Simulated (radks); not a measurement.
The numbers below are computed, except where a source is named.
Ionisation of the lithium ion Li+, [He], to Li2+, 1s1, under several functionals. Dirac Kohn-Sham, spin-unpolarised, spherical densities, point nucleus; a radial shooting solver on a logarithmic mesh with Libxc functionals.

functional                                        E(Li+) (hartree)  Exc (hartree)  IE (eV)  -e(HOMO) (eV)  <r> HOMO (bohr)  IE error (eV)
exchange-only LDA                                         -7.00942       -1.39060   76.246         57.729           0.5876         +0.606
LDA (Slater exchange, Perdew-Zunger correlation)          -7.14234       -1.52939   78.129         59.588           0.5848         +2.489
exchange-only PBE                                         -7.21349       -1.61532   78.506         59.587           0.5804         +2.865
AM05                                                      -7.17818       -1.57089   78.288         59.618           0.5825         +2.648
Wu-Cohen GGA                                              -7.22396       -1.62468   78.913         60.143           0.5797         +3.273

NIST Atomic Spectra Database: 75.640 eV (theoretical). Closest: exchange-only LDA. The Delta-SCF values span 2.67 eV, the total energies 0.21 hartree. The highest occupied level is 1s1/2. Spin polarisation and multiplet splitting are left out, so open shells lie too high by an amount that depends on their filling.

Beside tabulated values, note that spin-unpolarised runs miss the spin-polarisation part of the exchange energy of open shells.
